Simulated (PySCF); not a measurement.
## Electron correlation in Kr+ (krypton, charge +1)

[Ar] 3d10 4s2 4p5, 2P determinant. Computed with PySCF 2.14 in cc-pVTZ-PP with ECP10MDF (5s4p3d1f, 39 functions), with scalar relativity through the core potential. Frozen: 3s2 3p6 3d10; 7 electrons correlated.

MP2 pair energies summed by pair of shells (mhartree):

```csv
pair,energy,share (%)
4p-4p,-86.08,61.9
4s-4p,-45.10,32.4
4s-4s,-7.92,5.7
```

Total MP2 correlation energy: -139.11 mhartree.

Same-spin part -31.62 and opposite-spin part -107.49 mhartree; SCS-MP2 scales them by 1/3 and 6/5 to -139.52 mhartree.

```json
{"level": "CCSD", "correlation energy (mhartree)": "-158.92"}
{"level": "(T)", "correlation energy (mhartree)": "-4.01"}
{"level": "CCSD(T)", "correlation energy (mhartree)": "-162.93"}
```

Diagnostics: T1 = 0.0055, D1 = 0.0186, largest double amplitude 0.047.

Cost of the coupled-cluster step: 0.72 s of wall time on 1 thread of Neoverse-N1 (shared host), for 7 correlated electrons.
